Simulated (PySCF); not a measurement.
A side-by-side comparison of computed properties.

First species: C₅H₁₂F₃P.
Atom-mapped SMILES: `[CH3:1][P:2]([CH3:3])([CH3:4])([CH3:5])[C:6]([F:7])([F:8])[F:9]` (hydrogens: H10, H11, H12 on C1; H13, H14, H15 on C3; H16, H17, H18 on C4; H19, H20, H21 on C5)

Second species: H₁₁N₃Si₄.
Bonds: Si1–N2, N2–Si3, N2–Si4, Si4–N5, N5–Si6, Si6–N7, Si4–N7. Hydrogens: H8, H9, H10 on Si1; H11, H12, H13 on Si3; H14 on Si4; H15 on N5; H16, H17 on Si6; H18 on N7.

Levels: CAM-B3LYP/def2-SVPD for dipole moment, HOMO energy, LUMO energy, HOMO–LUMO gap, static isotropic polarisability and electronic spatial extent ⟨r²⟩ about the centre of nuclear charge; TDDFT CAM-B3LYP/def2-SVPD for lowest singlet excitation; TDA CAM-B3LYP/def2-SVPD for lowest triplet excitation (Tamm–Dancoff); ΔSCF CAM-B3LYP/def2-SVPD for vertical ionisation energy; PBE0-D3(BJ)/def2-SVP for rotational constant A and rotational constant C. Geometries: PBE0-D3(BJ)/def2-SVP. Each species is one conformer at its optimised geometry, gas phase, non-relativistic unless stated. Electronic properties by PySCF.

Dipoles, sizes and rotational constants follow the conformer. The torsions of the flexible species, by atom-mapped SMILES:
- `[CH3:1][P:2]([CH3:3])([CH3:4])([CH3:5])[C:6]([F:7])([F:8])[F:9]`: C1–P2–C6–F7 -4°
- `[SiH3:1][N:2]([SiH3:3])[SiH:4]1[NH:5][SiH2:6][NH:7]1`: Si1–N2–Si4–N5 -70°

Values for the first species:

| Property | Result |
| --- | --- |
| Dipole moment | 2.89 D |
| HOMO energy | -7.52 eV |
| LUMO energy | 1.05 eV |
| HOMO–LUMO gap | 8.57 eV |
| Lowest singlet excitation | 5.90 eV |
| Lowest triplet excitation (Tamm–Dancoff) | 5.64 eV |
| Static isotropic polarisability | 93.5 au |
| Vertical ionisation energy | 8.11 eV |
| Electronic spatial extent ⟨r²⟩ about the centre of nuclear charge | 1370 bohr² |
| Rotational constant A | 1.672 GHz |
| Rotational constant C | 1.061 GHz |

Q: Estimate the same properties for the second species, and the change in each.

A: 
```
                                                         property       first      second  second less first
                                                    dipole moment      2.89 D      0.47 D            -2.42 D
                                                      HOMO energy    -7.52 eV    -8.65 eV           -1.13 eV
                                                      LUMO energy     1.05 eV     0.71 eV           -0.34 eV
                                                    HOMO–LUMO gap     8.57 eV     9.36 eV           +0.79 eV
                                        lowest singlet excitation     5.90 eV     6.13 eV           +0.23 eV
                         lowest triplet excitation (Tamm–Dancoff)     5.64 eV     5.85 eV           +0.21 eV
                                  static isotropic polarisability     93.5 au    120.6 au           +27.1 au
                                       vertical ionisation energy     8.11 eV     9.20 eV           +1.09 eV
electronic spatial extent ⟨r²⟩ about the centre of nuclear charge  1370 bohr²  1801 bohr²         +431 bohr²
                                            rotational constant A   1.672 GHz   2.340 GHz         +0.668 GHz
                                            rotational constant C   1.061 GHz   0.673 GHz         -0.388 GHz
```

On the first: S1 lies 2.67 eV below the HOMO–LUMO gap; its leading configuration is HOMO→LUMO, weight 0.94. In wavenumbers S1 is 47600 cm⁻¹ (1 eV = 8065.54 cm⁻¹).

On the second: The ΔSCF ionisation energy exceeds −ε(HOMO) by 0.55 eV with CAM-B3LYP. The principal polarisabilities are 102.8, 117.4 and 141.5 au; their mean is the isotropic value.
